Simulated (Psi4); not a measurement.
O2Se, charge -1, doublet, at a GFN2-xTB geometry (a state made from the parent by changing its charge; the spin is typed, not shown lowest) (a gas-phase anion, which may not be bound at this level); B97M-V/STO-3G (Psi4).

Psi4 was given this input:
```
memory 2 GB

molecule {
-1 2
O    -1.36177222    0.59824745    0.03514722
Se    0.01589860   -0.31251358   -0.02617635
O     1.29420317    0.72993529    0.07610225
}

set {
  basis sto-3g
  reference uks
  scf_type pk
  puream true
  d_convergence 1e-8
  dft_radial_points 99
  dft_spherical_points 590
}

energy('b97m-v')
print_variables()
```

Output, abridged:

```
   => Loading Basis Set <=

    Name: STO-3G
    Role: ORBITAL
    Keyword: BASIS

         ---------------------------------------------------------
                                   SCF
               by Justin Turney, Rob Parrish, Andy Simmonett
                          and Daniel G. A. Smith
                              UKS Reference
         ---------------------------------------------------------

  ==> Geometry <==

    Molecular point group: c2v
    Full point group: C2v

    Geometry (in Angstrom), charge = -1, multiplicity = 2:

       Center              X                  Y                   Z               Mass
    ------------   -----------------  -----------------  -----------------  -----------------
         O           -1.329776698733    -0.000000000000     0.700771255329    15.994914619570
         SE           0.000000000000     0.000000000000    -0.280512118005    79.916521800000
         O            1.329776698733     0.000000000000     0.700771255329    15.994914619570

  Running in c2v symmetry.

  Rotational constants: A =      0.76633  B =      0.29801  C =      0.21457 [cm^-1]
  Rotational constants: A =  22973.89108  B =   8934.03892  C =   6432.55884 [MHz]
  Nuclear repulsion =  186.923508421943069

  Charge       = -1
  Multiplicity = 2
  Electrons    = 51
  Nalpha       = 26
  Nbeta        = 25

  ==> Algorithm <==

  SCF Algorithm Type is PK.
  DIIS enabled.
  MOM disabled.
  Fractional occupation disabled.
  Guess Type is SAD.
  Energy threshold   = 1.00e-06
  Density threshold  = 1.00e-08
  Integral threshold = 1.00e-12

  ==> Primary Basis <==

  Basis Set: STO-3G
    Blend: STO-3G
    Number of shells: 14
    Number of basis functions: 28
    Number of Cartesian functions: 29
    Spherical Harmonics?: true
    Max angular momentum: 2

  ==> DFT Potential <==

   => LibXC <=

    Version 7.1.2
    S. Lehtola, C. Steigemann, M. J. T. Oliveira, and M. A. L. Marques,  SoftwareX 7, 1–5 (2018) (10.1016/j.softx.2017.11.002)

   => Composite Functional: B97M-V <=

    B97M-V GGA Exchange-Correlation Functional

    N. Mardirossian and M. Head-Gordon,  J. Chem. Phys. 142, 074111 (2015) (10.1063/1.4907719)

    Deriv               =              1
    GGA                 =           TRUE
    Meta                =           TRUE

    Exchange Hybrid     =          FALSE
    MP2 Hybrid          =          FALSE

   => Exchange-Correlation Functionals <=

    1.0000   B97M-V exchange-correlation functional

   => LibXC Density Thresholds  <==

    XC_MGGA_XC_B97M_V:  1.00E-15

   => VV10 Non-Local Parameters <=

    VV10 B              =     6.0000E+00
    VV10 C              =     1.0000E-02

   => Molecular Quadrature <=

    Radial Scheme          =       TREUTLER
    Pruning Scheme         =           NONE
    Nuclear Scheme         =       TREUTLER

    Blocking Scheme        =         OCTREE
    BS radius alpha        =              1
    Pruning alpha          =              1
    Radial Points          =             99
    Spherical Points       =            590
    Total Points           =         158943
    Total Blocks           =           1266
    Max Points             =            256
    Max Functions          =             27
    Weights Tolerance      =       1.00E-15

  ==> Integral Setup <==

  Using in-core PK algorithm.
   Calculation information:
      Number of atoms:                   3
      Number of AO shells:              14
      Number of primitives:             42
      Number of atomic orbitals:        29
      Number of basis functions:        28

      Integral cutoff                 1.00e-12
      Number of threads:                 1

  Performing in-core PK
  Using 165242 doubles for integral storage.
  We computed 4828 shell quartets total.
  Whereas there are 5565 unique shell quartets.

  ==> DiskJK: Disk-Based J/K Matrices <==

    J tasked:                  Yes
    K tasked:                   No
    wK tasked:                  No
[...]
  Reciprocal condition number of the overlap matrix is 2.0840578553E-01.
    Using symmetric orthogonalization.

  ==> Pre-Iterations <==

  SCF Guess: Superposition of Atomic Densities via on-the-fly atomic UHF (no occupation information).

   -------------------------
    Irrep   Nso     Nmo
   -------------------------
     A1        13      13
     A2         2       2
     B1         8       8
     B2         5       5
   -------------------------
    Total      28      28
   -------------------------

  ==> Iterations <==

                        Total Energy        Delta E     RMS |[F,P]|

   @UKS iter SAD: -2521.02419236443666   -2.52102e+03   0.00000e+00
   @UKS iter   1: -2522.75609029631050   -1.73190e+00   1.26575e-02 ADIIS/DIIS
   @UKS iter   2: -2522.76695237738113   -1.08621e-02   1.71232e-03 ADIIS/DIIS
   @UKS iter   3: -2522.76674381127259    2.08566e-04   1.97675e-03 ADIIS/DIIS
   @UKS iter   4: -2522.76768336191708   -9.39551e-04   3.99213e-05 DIIS
   @UKS iter   5: -2522.76768379687883   -4.34962e-07   7.74485e-06 DIIS
   @UKS iter   6: -2522.76768383008175   -3.32029e-08   7.48468e-07 DIIS
   @UKS iter   7: -2522.76768383042827   -3.46517e-10   6.17373e-08 DIIS
   @UKS iter   8: -2522.76768383043009   -1.81899e-12   3.23289e-09 DIIS
  Energy and wave function converged.

  ==> Post-Iterations <==

   Electrons on quadrature grid:
      Nalpha   =   25.9999980862 ; deviation = -1.914e-06
      Nbeta    =   24.9999987453 ; deviation = -1.255e-06
      Ntotal   =   50.9999968315 ; deviation = -3.168e-06

   @Spin Contamination Metric:   2.442127174E-04
   @S^2 Expected:                7.500000000E-01
   @S^2 Observed:                7.502442127E-01
   @S   Expected:                5.000000000E-01
   @S   Observed:                5.000000000E-01

    Orbital Energies [Eh]
    ---------------------

    Alpha Occupied:

[...]
    Alpha Virtual:

[...]
    Beta Occupied:

[...]
       2A2     0.288192

    Beta Virtual:

[...]
    Final Occupation by Irrep:
             A1    A2    B1    B2
    DOCC [    12,    2,    7,    4 ]
    SOCC [     0,    0,    0,    1 ]
    NA   [    12,    2,    7,    5 ]
    NB   [    12,    2,    7,    4 ]

  @UKS Final Energy: -2522.76768383043009

   => Energetics <=

    Nuclear Repulsion Energy =            186.9235084219430689
    One-Electron Energy =               -3920.1928757652140121
    Two-Electron Energy =                1316.1389962839730288
    DFT Exchange-Correlation Energy =    -105.8521764530841551
    Empirical Dispersion Energy =           0.0000000000000000
    VV10 Nonlocal Energy =                  0.2148636819521189
    Total Energy =                      -2522.7676838304300873

  UHF NO Occupations:
  HONO-2 :    7 B1 1.9999520
  HONO-1 :   12 A1 1.9999259
  HONO-0 :    5 B2 1.0000000
  LUNO+0 :   13 A1 0.0000741
  LUNO+1 :    8 B1 0.0000480

Computation Completed

Properties will be evaluated at   0.000000,   0.000000,   0.000000 [a0]

Properties computed using the SCF density matrix

 Multipole Moments:

 ------------------------------------------------------------------------------------
     Multipole            Electronic (a.u.)      Nuclear  (a.u.)        Total (a.u.)
 ------------------------------------------------------------------------------------

 L = 1.  Multiply by 2.5417464519 to convert [e a0] to [Debye]
 Dipole X            :          0.0000000            0.0000000            0.0000000
 Dipole Y            :          0.0000000            0.0000000            0.0000000
 Dipole Z            :         -4.0804471            3.1651553           -0.9152918
 Magnitude           :                                                    0.9152918

 ------------------------------------------------------------------------------------

  Variable Map:
  ----------------------------------------------------------------------------
[...]
  Array Variable Map:
  ----------------------------------------------------------------------------
[...]
[...]
```
